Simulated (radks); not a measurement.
The numbers below are computed, except where a source is named.
These are the eigenvalues of the occupied orbitals of an atom or ion with whole-number occupations (hartree). Code: a radial shooting solver on a logarithmic mesh with Libxc functionals. Model: Dirac Kohn-Sham, PBE, spin-unpolarised, spherical densities, finite nucleus; Fermi nuclear charge, rms radius of each element as measured or else 0.836 A^(1/3) + 0.57 fm.

| orbital | eigenvalue |
|---|---|
| 1s1/2 | -257.1448 |
| 2s1/2 | -30.11223 |
| 2p1/2 | -25.96306 |
| 2p3/2 | -25.50440 |
| 3s1/2 | -3.45282 |
| 3p1/2 | -2.24262 |
| 3p3/2 | -2.18597 |
| 3d3/2 | -0.27807 |
| 3d5/2 | -0.27249 |
| 4s1/2 | -0.19436 |

Which element is it, and in what charge state? The configuration may be excited. Open shells, if any, fill j = l - 1/2 first.

Answer. Z = 26, iron, charge 0: Fe in [Ar] 3d6 4s2. The list shows which subshells hold electrons but not how many an open one holds; the 1s level, -257.14 hartree, gives Z - s = 22.7 by -(Z - s)^2/2, which with screening and relativity narrows Z to a few neighbours, and the depths of the outer levels then fix element, charge and occupations together.
